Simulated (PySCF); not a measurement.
Electron correlation in Al⁺ (aluminium, charge +1)

[Ne] 3s2, closed-shell 1S. Computed with PySCF 2.14 in x2c-QZVPPall (9s6p4d2f1g, 70 functions), with the spin-free X2C one-electron Hamiltonian (Gaussian nucleus). Frozen: [Ne]; 2 electrons correlated.

With two correlated electrons CCSD is exact within the correlated space (frozen core and kept virtual orbitals).

```json
{"level": "CCSD", "correlation energy (mhartree)": "-40.26"}
```

Diagnostics: T1 = 0.0095, D1 = 0.0134, largest double amplitude 0.109.

Cost of the coupled-cluster step: roughly 1 core-seconds, for 2 correlated electrons.
